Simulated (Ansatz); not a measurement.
**One arrangement of a pair**

The pair of Ag⁺ (SMILES [Ag+], atom 1) and SO$_{2}$ (SMILES O=S=O, atoms 2–4), both closed shells, in one local arrangement (a lower one may exist), relaxed at PBE0-D4/def2-TZVP:

Ag1  (0.221, -1.926, -1.119)
O2  (-0.078, 0.494, 1.605)
S3  (-0.126, 1.146, 0.344)
O4  (-0.016, 0.287, -0.830)
(Å)

Computed with Ansatz 0.2.0 (basis: def2-TZVPPD, with def2-QZVPPD for the basis limit); correlated methods freeze the cores. Filled d shells of the heavier atoms are correlated. Core potentials replace the inner electrons of the atoms past krypton. B3LYP uses VWN-RPA correlation. Extrapolation: Hartree–Fock as exp(−7.88 √X), correlation as X^−2.97. Interaction energies count from these two fragments, frozen as in the pair, with the counterpoise correction; negative means bound.

(1) What is the interaction energy by CCSD(T) at an estimated basis limit (MP2 extrapolated from triple and quadruple zeta, plus CCSD(T) − MP2 in triple zeta)? (Judge from chemistry; the value comes from the calculation.)

(2) Which atoms make the shortest contact between the fragments?

No T1 diagnostic of these runs exceeds 0.023. The restricted Hartree–Fock reference is unstable towards an unrestricted one at one or more of these structures.

Answers

(1) Computed: -105.8 kJ/mol. Hartree–Fock alone gives -77.7 kJ/mol at the basis limit. It counts from the two fragments frozen as in the pair.

The same quantity by other methods in triple zeta, and each one's difference from that estimate:
```tsv
method	E_int (kJ/mol)	difference
PBE-D4	-117.7	-11.8
revPBE-D4	-108.3	-2.5
BLYP-D4	-120.7	-14.8
r2SCAN-D4	-118.3	-12.5
B97M-V	-113.9	-8.1
PBE0-D4	-107.8	-2.0
B3LYP-D4	-113.7	-7.8
HSE06-D4	-107.5	-1.7
wB97X-V	-103.6	2.3
wB97M-V	-104.5	1.4
B2PLYP	-100.9	4.9
HF	-76.0	29.8
MP2	-95.8	10.1
CCSD	-92.9	12.9
CCSD(T)	-94.5	11.3
```
Differences are method less estimate.

(2) Ag1 and O4, 2.24 Å apart.

Energy to bend the free fragments (PBE0-D4 minima) into their shapes in the pair, CCSD(T)/def2-TZVPPD: SO$_{2}$ 3.1 kJ/mol. This must be added to the interaction energy to get the binding energy from relaxed fragments.

Basis-set superposition shift (counterpoise-corrected less uncorrected): CCSD(T) 7.0; MP2 6.6; HF 0.3; PBE0-D4 0.3; wB97M-V 0.4 kJ/mol.

For scale, one of the runs: CCSD(T)/def2-TZVPPD, 187 basis functions, launched by `ansatz run in.yaml --threads 4 --pin off --events-out ev --progress --plain --max-ram 9574MiB`. Hardware: 4 CPU threads of an Arm Neoverse V1, shared host. Wall time 66 s; peak host memory 2.4 GiB.
